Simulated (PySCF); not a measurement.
HfH4, singlet: structure and spectrum

Computed with PySCF, PBE0, basis Hf def2-TZVP with ECP60, H def2-TZVP (scalar-relativistic core potentials, no spin–orbit coupling, density fitting).

The structure is a minimum.

```json
{"Point group": "Td", "Bond lengths": "Hf–H 1.847 Å (×4)", "Bond angles": "H–Hf–H 109.5° (×6)", "Dipole moment": "0.00 D", "Atomisation energy without zero-point energy": "1196 kJ/mol", "Heat capacity Cp at 298.15 K": "55.5 J/(mol K)", "Entropy at 298.15 K and 1 bar": "239.1 J/(mol K)", "Enthalpy at 298.15 K above 0 K": "12.08 kJ/mol", "Rotational constants": "1.839, 1.839, 1.839 cm⁻¹", "Principal polarisabilities": "46.6, 46.6, 46.6 bohr³", "Rotational symmetry number": "12", "Zero-point energy": "59.3 kJ/mol", "Lowest empty level": "-2.05 eV", "Highest occupied level": "-8.45 eV", "Principal quadrupole moments (Buckingham, traceless) about the centre of mass": "0.00, 0.00, 0.00 D Å"}
```

Harmonic modes (masses in u: Hf 179.947, H 1.008):
| symmetry | ω (cm⁻¹) | IR (km/mol, summed over degenerate members) | μ (u) | type |
| --- | --- | --- | --- | --- |
| t2 | 551 | 620 | 1.02 | bend |
| e | 673 | 0.0 | 1.01 | bend |
| t2 | 1711 | 1603 | 1.02 | stretch |
| a1 | 1777 | 0.0 | 1.01 | stretch |

In Td the vibrations span 2t2 + e + a1. The a1, e modes carry no infrared intensity, as symmetry demands.

Charges (e):
| atom | Mulliken | Löwdin | polar tensor | Mayer order to Hf1 |
| --- | --- | --- | --- | --- |
| Hf1 | 0.76 | 0.62 | 1.63 | – |
| H2,3,4,5 | -0.19 | -0.15 | -0.41 | 0.96 |

Mulliken populations on Hf1 (electrons outside its core potential): s 2.87, p 6.49, d 1.84, f 0.04.

Outer orbital energies (eV). occupied: -9.83, -8.45, -8.45, -8.45; empty: -2.05, -2.05, -1.32, -1.32.

Formally Hf is in oxidation state +4, d0. The polar-tensor charge on Hf, 1.63, is far below the formal one.

Stability towards spin polarisation was not tested. This need not be the most stable arrangement of these atoms. Spin–orbit coupling, left out here, can matter for elements this heavy.

The final relaxation and frequency run took 7.4 s on 2 threads of a shared Arm Neoverse V2 host, with 64 basis functions and 6 gradients; the process peaked at 0.91 GiB. Launch command: `OMP_NUM_THREADS=2 python axn.py task.json out`.
